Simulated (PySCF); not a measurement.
Job file and geometry (Å, from GFN2-xTB) of an NMR shielding run on SMILES C[S@+]1CCC[C@H]1S(C)(=O)=O, [C6H13O2S2]+, GIAO PBE0/pcSseg-1 NMR shielding, non-relativistic, gas phase (PySCF); density fitting, a coarse starting grid and PySCF grid level 2 are the driver's defaults:

```
$ OMP_NUM_THREADS=1 python probes_run.py task.json out

{"job": {"kind": "nmr", "xc": "PBE0", "basis": "pcSseg-1"}, "charge": 1, "multiplicity": 1}
C     -2.312424     0.883599     1.131238
S     -1.262282     0.820395    -0.344394
C     -1.729871    -0.799595    -1.048522
C     -0.957063    -1.845967    -0.265221
C      0.446238    -1.269420    -0.084492
C      0.298085     0.171530     0.360505
S      1.478761     1.337648    -0.496902
C      3.136309     0.950727     0.081164
O      1.316152     1.003882    -1.878374
O      1.057039     2.625227    -0.041208
H     -1.949888     1.699686     1.750306
H     -2.290141    -0.052661     1.678072
H     -3.325885     1.111587     0.812596
H     -1.405049    -0.763205    -2.088298
H     -2.809591    -0.917094    -1.009670
H     -0.930758    -2.787225    -0.812444
H     -1.423631    -2.035494     0.702546
H      1.025203    -1.847537     0.635044
H      0.965829    -1.275940    -1.046400
H      0.311967     0.346838     1.431980
H      3.350631    -0.086310    -0.142348
H      3.820768     1.597838    -0.457215
H      3.184849     1.158479     1.142116
```

Task: Write the output of this run.

Result: 
```
coarse grid: 20000 points
cycle   1  E = -1181.8081806385  dE =  2.391e+00  |g| = 1.192e+00  |ddm| = 4.471e+00
cycle   2  E = -1181.0281306040  dE =  7.801e-01  |g| = 2.354e+00  |ddm| = 3.240e+00
cycle   3  E = -1182.0688048783  dE = -1.041e+00  |g| = 2.134e-01  |ddm| = 2.366e+00
cycle   4  E = -1182.0773873201  dE = -8.582e-03  |g| = 1.059e-01  |ddm| = 3.049e-01
cycle   5  E = -1182.0801053207  dE = -2.718e-03  |g| = 1.709e-02  |ddm| = 1.107e-01
cycle   6  E = -1182.0801681109  dE = -6.279e-05  |g| = 5.942e-03  |ddm| = 2.223e-02
cycle   7  E = -1182.0801752184  dE = -7.108e-06  |g| = 2.209e-03  |ddm| = 6.778e-03
final grid: 182992 points
cycle   8  E = -1182.1653735889  dE = -3.800e-05  |g| = 1.521e-02  |ddm| = 4.010e-02
cycle   9  E = -1182.1652965234  dE =  7.707e-05  |g| = 2.441e-02  |ddm| = 3.319e-02
cycle  10  E = -1182.1654220077  dE = -1.255e-04  |g| = 3.216e-03  |ddm| = 2.259e-02
cycle  11  E = -1182.1654239679  dE = -1.960e-06  |g| = 4.190e-04  |ddm| = 2.741e-03
cycle  12  E = -1182.1654240039  dE = -3.609e-08  |g| = 2.047e-04  |ddm| = 6.611e-04
cycle  13  E = -1182.1654240107  dE = -6.722e-09  |g| = 8.319e-05  |ddm| = 2.178e-04
cycle  14  E = -1182.1654240120  dE = -1.310e-09  |g| = 1.565e-05  |ddm| = 7.944e-05
cycle  15  E = -1182.1654240120  dE = -5.139e-11  |g| = 3.897e-06  |ddm| = 1.742e-05
converged SCF energy = -1182.1654240120

GIAO shielding tensors (ppm)
atom      isotropic    diamagn.    paramagn.     s11        s22        s33       span
  0 C      156.965     254.922     -97.957    130.558    151.372    188.967     58.409
  1 S      378.543    1060.047    -681.503    205.447    393.975    536.209    330.761
  2 C      136.249     257.495    -121.246    100.623    140.419    167.706     67.083
  3 C      151.007     252.544    -101.537    109.390    169.347    174.283     64.892
  4 C      152.155     252.086     -99.931    121.567    165.109    169.788     48.221
  5 C       85.298     264.943    -179.645     39.021     94.662    122.209     83.188
  6 S      192.850    1056.025    -863.175     43.676    188.586    346.289    302.613
  7 C      142.010     255.458    -113.448    113.176    121.539    191.314     78.138
  8 O      116.529     402.318    -285.789     45.871    136.229    167.487    121.617
  9 O       94.476     400.051    -305.575     46.862     98.970    137.597     90.735
 10 H       28.734      30.503      -1.769     23.190     26.303     36.709     13.519
 11 H       28.965      31.999      -3.034     23.217     28.197     35.481     12.264
 12 H       28.794      28.591       0.203     23.438     24.911     38.034     14.597
 13 H       28.205      31.782      -3.577     23.481     25.328     35.808     12.328
 14 H       28.418      30.704      -2.285     23.222     25.776     36.257     13.035
 15 H       28.602      29.385      -0.782     22.957     25.382     37.468     14.510
 16 H       29.234      32.298      -3.064     25.067     26.809     35.825     10.758
 17 H       28.870      32.289      -3.419     23.541     26.923     36.146     12.605
 18 H       29.201      33.838      -4.637     24.287     28.690     34.626     10.340
 19 H       27.254      37.512     -10.258     25.228     25.982     30.551      5.324
 20 H       28.873      30.631      -1.758     24.610     28.148     33.862      9.252
 21 H       27.940      24.274       3.666     24.763     25.071     33.987      9.224
 22 H       28.824      29.509      -0.685     25.268     26.555     34.649      9.381
```

Size and cost of the density-fitted run: 249 basis functions, 110 s wall time on 1 thread of an Intel Xeon, shared host; peak memory 1.2 GiB.
